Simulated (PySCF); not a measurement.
Pb(OMe)(NH2) (CH5NOPb), SMILES C[O][Pb][NH2] (connectivity only; charge and spin as stated), neutral, multiplicity 1. Atoms are numbered in the order given.

```xyz
9

Pb     0.1564     0.4673     0.0000
O      0.8242    -1.5513     0.0000
C     -0.0334    -2.6477     0.0000
H     -0.6984    -2.6890     0.8915
H      0.5568    -3.5850     0.0000
H     -0.6984    -2.6890    -0.8915
N     -1.9174    -0.0842     0.0000
H     -2.2653    -1.0409     0.0000
H     -2.6944     0.5730     0.0000
```
Charge 0, spin multiplicity 1.

Coordinates come from a r2SCAN-D4/def2-SVP optimisation. The structure was generated by enumeration; whether it is a known compound was not checked. The def2 effective core potentials stand for the cores of Pb; spin–orbit coupling is left out. The values are those of a single conformer.

These are PBE/def2-TZVP run with PySCF values and carry that method's errors.

ESP charges are fitted to the potential on shells at 1.4 to 2.0 van der Waals radii. Atomic charges (e):

```tsv
atom	Mulliken	Löwdin	ESP fit
Pb1	0.75	0.49	0.45
O2	-0.50	-0.14	-0.40
C3	___	-0.46	0.04
H4	0.10	0.09	0.04
H5	0.11	0.11	0.02
H6	0.10	0.09	0.04
N7	___	-0.43	-0.71
H8	___	0.13	0.24
H9	___	0.13	0.29
```

Question: Some entries are withheld; supply them. (Estimate from the structure and the level; the computed values follow.)

Answer: 
- C3, Mulliken: -0.21
- N7, Mulliken: -0.78
- H8, Mulliken: 0.22
- H9, Mulliken: 0.21
